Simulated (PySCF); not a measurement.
Species: C2H3BF4.
InChI=1S/C2H3BF4/c4-2(5,6)1-3-7/h3H,1H2

Torsions of this conformer, `[F:1][BH:2][CH2:3][C:4]([F:5])([F:6])[F:7]`: F1–B2–C3–C4 -175°, B2–C3–C4–F5 179°.

The closed-shell ground state was solved at several levels (PySCF, density fitting, gas phase, non-relativistic). Isolated species at its PBE0-D3(BJ)/def2-SVP geometry (one conformer only).

```csv
level,basis functions,HOMO (eV),LUMO (eV),gap (eV),dipole (D)
B97-2/pcSseg-2,294,-9.39,-1.14,8.25,1.41
B3LYP/pcSseg-2,294,-9.46,-1.44,8.02,1.44
PBE0/6-31+G*,132,-9.66,-1.14,8.52,1.46
BHandHLYP/def2-SVPD,176,-11.29,-0.17,11.12,1.42
PBE0/pcSseg-0,69,-9.83,-1.15,8.68,1.61
PBE0/6-31G,69,-9.64,-1.01,8.63,1.58
PBE0/def2-TZVP,235,-9.61,-1.10,8.51,1.39
KT2/pcSseg-2,294,-8.19,-2.22,5.97,1.42
```

What might PBE0/def2-SVP (113 basis functions) give for the same quantities?

HOMO -9.53 eV, LUMO -0.96 eV, gap 8.57 eV, dipole 1.46 D.

Over all these levels, which gives the widest orbital gap and which the narrowest?

BHandHLYP/def2-SVPD (global hybrid, 50 % exact exchange) has the widest, 11.12 eV, and KT2/pcSseg-2 (GGA) the narrowest, 5.97 eV. Functional and basis both differ between the two, so the spread mixes both effects.

How much does the basis alone move the frontier levels among the 5 PBE0 rows (the withheld one included)?

The HOMO by 0.30 eV and the LUMO by 0.19 eV. By rising basis size (HOMO, LUMO in eV): pcSseg-0 -9.83, -1.15; 6-31G -9.64, -1.01; def2-SVP -9.53, -0.96; 6-31+G* -9.66, -1.14; def2-TZVP -9.61, -1.10.

In the pcSseg-2 basis, how does the gap go with the fixed share of exact exchange?

KT2 (0 %) 5.97 eV; B3LYP (20 %) 8.02 eV; B97-2 (21 %) 8.25 eV. Each rise in the share widens the gap here.

How far do the dipole and the HOMO energy spread over the levels?

The dipole runs from 1.39 to 1.61 D (mean 1.47 D) and the HOMO from -11.29 to -8.19 eV.
